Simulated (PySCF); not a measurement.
**Finite-field polarisability of Kr (krypton, neutral)**

[Kr], closed-shell 1S. All numbers are calculated (PySCF 2.14, the spin-free X2C one-electron Hamiltonian (Gaussian nucleus), in aug-cc-pVQZ-DK). Frozen: [Ar] 3d10. Energy changes in a uniform field (μhartree):

```json
{"axis": "x", "F (au)": "0.0035", "HF": "-100.181", "MP2": "-103.472", "CCSD": "-102.622", "CCSD(T)": "-103.385"}
{"axis": "x", "F (au)": "0.007", "HF": "-400.844", "MP2": "-414.031", "CCSD": "-410.629", "CCSD(T)": "-413.685"}
```

(1) Derive α along x at CCSD(T) from the two fields.

(2) And the mean polarisability at each level?

Results:

(1) With ΔE = −αF²/2 − γF⁴/24, α = −(16 ΔE(F) − ΔE(2F))/(6F²) = 16.88 bohr³.

(2) HF 16.35, MP2 16.89, CCSD 16.75, CCSD(T) 16.88 bohr³. Reference: 16.78 ± 0.02 bohr³ (recommended; Schwerdtfeger and Nagle, table of static dipole polarizabilities (2023 update)).
